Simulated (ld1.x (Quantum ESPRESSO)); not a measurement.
# nitrogen (N): one change to a TM potential, before and after

```json
{
 "Element": "N (Z = 7)",
 "Generator": "ld1.x (Quantum ESPRESSO) 7.5",
 "Type": "norm-conserving Troullier–Martins (Kleinman–Bylander form)",
 "Functional": "PBE",
 "Relativity": "fully relativistic",
 "Frozen core": "[He]",
 "Valence charge": "5",
 "Reference configuration": "2s2 2p2 (charge +1)",
 "Partial waves": "2s (bound): rc 0.80 bohr; 2p (bound): rc 2.40 bohr; 3d channel at 0.1 Ry: rc 2.30 bohr",
 "Local potential": "all-electron potential smoothed inside 1.20 bohr (lloc = -1)",
 "Core correction": "Bessel-smoothed model core, default radius (core density twice the valence density)"
}
```

Open shells are filled in proportion to 2j + 1 (rel_dist='average').

All-electron outer shells of the reference configuration (PBE, scalar-relativistic, ld1.x):

| shell | level (eV) | outermost node (bohr) | outermost maximum (bohr) |
| --- | --- | --- | --- |
| 2s | -32.46 | 0.32 | 0.99 |
| 2p | -20.69 | – | 0.92 |

Change: core correction Bessel-smoothed model core inside 0.96 bohr.

Cutoffs: the cutoffs (Ry, on a coarse ladder) from which the occupation-weighted sum of valence levels, in a spherical-Bessel basis at the reference potential, stays within 10 and 1 mRy of its value at 400 Ry; they do not see the model core or the augmentation charge, which bear on the density cutoff. Errors are all-electron minus pseudo energies relative to the spin-unpolarised reference configuration.

Task: What does the change do?

Result: The potential gets neither clearly harder nor softer (55 Ry and 140 Ry → 55 Ry and 140 Ry); the errors of the 7 common tests hardly move; neither file shows a bound ghost. The default core radius of the base comes out at 0.42 bohr. A wider model core is smoother and lowers the density cutoff, which this test does not measure.

```tsv
quantity	base	changed
cutoff, loose	55 Ry	55 Ry
cutoff, tight	140 Ry	140 Ry
bound ghosts	none	none
error for 2s2 2p3, meV [ΔE -13.59 eV]	+86	+86
error for 2s2 2p1, meV [ΔE 28.85 eV]	+322	+320
error for 2s2 2p0, meV [ΔE 75.94 eV]	+1976	+1965
error for 2s1 2p4, meV [ΔE -2.08 eV]	+248	+253
error for 2s0 2p5, meV [ΔE 9.45 eV]	+377	+395
error for 2s2 2p2.5, meV [ΔE -8.50 eV]	+33	+33
error for 2s2 2p3.3, meV [ΔE -15.21 eV]	+109	+109
s: phases at 2.61 bohr within 0.05 rad from the reference energy up to (Ry; the scan ends near 5)	to the end of the scan	to the end of the scan
p1/2: phases at 2.61 bohr within 0.05 rad from the reference energy up to (Ry; the scan ends near 5)	0.1	0.1
p3/2: phases at 2.61 bohr within 0.05 rad from the reference energy up to (Ry; the scan ends near 5)	0.1	0.1
d3/2: phases at 2.61 bohr within 0.05 rad from the reference energy up to (Ry; the scan ends near 5)	4.2	4.2
d5/2: phases at 2.61 bohr within 0.05 rad from the reference energy up to (Ry; the scan ends near 5)	4.2	4.2
```
